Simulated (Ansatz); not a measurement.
System: C3H3NO, charge 0, singlet. C3H3NO (1,3-oxazole, SMILES c1cocn1).
B3LYP-D3(BJ)/def2-TZVP minimum from Ansatz (a first-principles code):
```xyz
8

C     -0.9943    -0.5286     0.2606
C     -0.8402     0.7430    -0.1659
O      0.4977     0.9618    -0.3567
C      1.0810    -0.2161    -0.0267
N      0.2551    -1.1321     0.3445
H     -1.8986    -1.0549     0.5124
H     -1.5015     1.5638    -0.3730
H      2.1537    -0.2686    -0.1058
```
Charge 0, spin multiplicity 1.

Total energies in hartree (Ansatz). Open shells are spin-unrestricted; no spin-orbit coupling. Cores are frozen in correlated methods. No relativity. Where a partner has so few electrons that a lower coupled-cluster level is exact, that level stands in.

```csv
species,HF/cc-pVTZ,CCSD(T)/cc-pVTZ,HF/cc-pVQZ,CCSD(T)/cc-pVQZ,CCSD(T)/cc-pVDZ,CCSDT(Q)/cc-pVDZ
1: C3H3NO (SMILES o1ccnc1),-244.71949,-245.67568,-244.73642,-245.74843,-245.43557,-245.43852
2: C (triplet),-37.69157,-37.78076,-37.69331,-37.78654,-37.76038,-37.76071
3: O (triplet),-74.81176,-74.97396,-74.81729,-74.99357,-74.90995,-74.91013
4: N (quartet),-54.40069,-54.51471,-54.40372,-54.52482,-54.47850,-54.47866
5: H (doublet),-0.49981,-0.49981,-0.49995,-0.49995,-0.49928,-0.49928
```

Q: Work out the atomisation energy (electronic, to ground-state atoms) in kcal/mol: take Hartree-Fock from cc-pVQZ, extrapolate the CCSD(T) correlation energy as X^-3 (X = 3, 4), and add CCSDT(Q) - CCSD(T) in cc-pVDZ. 1 hartree = 627.51 kcal/mol.

A: 
Species 1: correlation (64·(-1.01201) - 27·(-0.95619))/37 = -1.05274; step -0.00295; E1 = -244.73642 + (-1.05274) + (-0.00295) = -245.79211
Species 2: correlation (64·(-0.09323) - 27·(-0.08919))/37 = -0.09618; step -0.00033; E2 = -37.69331 + (-0.09618) + (-0.00033) = -37.78982
Species 3: correlation (64·(-0.17628) - 27·(-0.16220))/37 = -0.18655; step -0.00018; E3 = -74.81729 + (-0.18655) + (-0.00018) = -75.00402
Species 4: correlation (64·(-0.12110) - 27·(-0.11402))/37 = -0.12627; step -0.00016; E4 = -54.40372 + (-0.12627) + (-0.00016) = -54.53015
Species 5: correlation (64·(0.00000) - 27·(0.00000))/37 = 0.00000; step +0.00000; E5 = -0.49995 + (0.00000) + (+0.00000) = -0.49995
-1·E1 +3·E2 +1·E3 +1·E4 +3·E5 = 1.38863 hartree = 871.4 kcal/mol.
